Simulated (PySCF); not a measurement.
RbF, SMILES [F][Rb]. Atoms are numbered in the order given.

```xyz
2

Rb     0.0000     0.0000    -0.4635
F      0.0000     0.0000     1.9054
```

Coordinates come from a PBE-D3(BJ)/def2-TZVPD optimisation. The def2 effective core potentials stand for the cores of Rb; spin–orbit coupling is left out.

Computed with PBE-D3(BJ)/def2-TZVPD (PySCF 2.14.0).

Frequencies are harmonic and unscaled.

List the normal modes with their intensities. (An estimate is asked for; the answer gives what the named calculation found.)


```tsv
mode	ν (cm⁻¹)	IR (km/mol)	moving atoms (share of kinetic energy)
1	348	83.8	F 82 %, Rb 18 %
```
